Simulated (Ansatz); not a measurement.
Single points on the cluster PbBr2.

```yaml
crystal:
  periodic: [false, false, false]
  atoms:
    - {symbol: Pb, position_ang: [0.619530, 0.014769, 0.488674]}
    - {symbol: Br, position_ang: [1.140471, 0.550910, -2.099769]}
    - {symbol: Br, position_ang: [-1.760001, -0.565678, 1.611084]}
basis:
  gaussian: {orbitals: def2-TZVP, initial_orbitals: start.molden}
magnetization: {spin_polarized: true, initial_magnetization: 2}
hamiltonian: {xc: {name: CAM-B3LYP}, dispersion: d4}
scf: {omitted_lower_state_checks: [starts]}
output: {orbitals: {seedname: orbitals}}
```

The file start.molden holds the orbitals of an earlier run on this structure, at another level or in another basis.

```sh
$ ansatz run in.yaml --threads 4 --pin off --events-out ev --progress --plain --max-ram 3916MiB
```

It prints (some lines left out):

```
Functional definition: CAM-B3LYP
1135 factors; integrals over basis functions are off by at most 8.8e-4 eV
262 factors; integrals over basis functions are off by at most 3.8e-5 eV
mean field evaluation 1: about -145347.4125 eV, gradient 4.6e0 eV
mean field evaluation 2: about -145347.4677 eV, gradient 7.1e-2 eV
mean field evaluation 4: about -145347.4758 eV, gradient 8.2e-4 eV
mean field evaluation 8: about -145347.4758 eV, gradient 1.2e-5 eV
mean field -145347.47579659 eV, -5341.4212154672 hartree, gradient 1.2e-5 eV, S^2 2.016654; 0 other end points of the search recorded, 0 dependent functions left out
reference -145347.47590888 eV, -5341.4212195938 hartree; 47, 45 occupied and 99, 101 virtual orbitals, 1135 factors
Total energy: -145347.56705143 eV, -5341.4245690205 hartree
Checks for a lower state left out: starts
```

It took 4.3 s on 4 threads of AMD EPYC 7B13 on a shared host, peak host memory 0.55 GiB.

First input, but with `hamiltonian: {xc: {name: LC-wPBE}}` (abridged; 4.2 s):

```
Functional definition: LC-wPBE
mean field -145322.68898969 eV, -5340.5103171146 hartree, gradient 1.8e-5 eV, S^2 2.030852
Total energy: -145322.68898970 eV, -5340.5103171149 hartree
Checks for a lower state left out: starts
```

As the first input, with `hamiltonian: {xc: {name: revPBE}, dispersion: d4}` (abridged; 1.8 s):

```
Functional definition: revPBE
mean field -145331.93769358 eV, -5340.8502007136 hartree, gradient 1.1e-5 eV, S^2 2.003547
Total energy: -145332.10653816 eV, -5340.8564056374 hartree
Checks for a lower state left out: starts
```

The first input with `hamiltonian: {xc: r2scan, dispersion: d4}` (abridged; 4 s):

```
Functional definition: r2SCAN
mean field -145343.38487058 eV, -5341.2708767091 hartree, gradient 1.5e-5 eV, S^2 2.007897
Total energy: -145343.40395013 eV, -5341.2715778696 hartree
Checks for a lower state left out: starts
```

First input, but with `hamiltonian: {xc: pbe}`, `correlation: {method: rpa}` and without the key `output` (abridged; 3.3 s):

```
Functional definition: PBE
mean field -145321.60651486 eV, -5340.4705368984 hartree, gradient 2.7e-6 eV, S^2 2.002988
22 core orbitals not correlated: weight in the atoms' cores, before any rotation towards them, 1.000 or more for the frozen orbitals, at most 0.000 for the correlated occupied ones
Total energy: -145252.44355107 eV, -5337.9288448593 hartree
Checks for a lower state left out: starts
```

The first input with `hamiltonian: {xc: {name: wB97M-V}}` (abridged; 9.5 s):

```
Functional definition: wB97M-V
mean field -145331.64713927 eV, -5340.8395230397 hartree, gradient 1.9e-5 eV, S^2 2.018961
Total energy: -145331.64718144 eV, -5340.8395245893 hartree
Checks for a lower state left out: starts
```

As the first input, with `correlation: {method: mp2}` and without the key `hamiltonian` (abridged; 3.4 s):

```
Functional definition: HF
mean field -145219.09525297 eV, -5336.7033175086 hartree, gradient 1.7e-6 eV, S^2 2.062586
22 core orbitals not correlated: weight in the atoms' cores, before any rotation towards them, 1.000 or more for the frozen orbitals, at most 0.000 for the correlated occupied ones
second order -24.72224680 eV of doubles, -0.00000000 eV of singles
Total energy: -145243.81749977 eV, -5337.6118433211 hartree
Checks for a lower state left out: starts
```

Geometry: B3LYP-D4/def2-TZVP.

In the def2 sets Pb takes a core potential; there is no spin–orbit coupling. LC-ωPBE has ω = 0.4 bohr⁻¹. Correlated methods freeze 22 core orbitals; core or outer-core shells of Pb, Br are correlated, in sets that lack core-valence functions. At PBE0-D4/def2-TZVP a singlet of charge 0 lies 2.91 eV below the triplet, each at its own geometry. The structure comes from a short search, and lower isomers may exist.
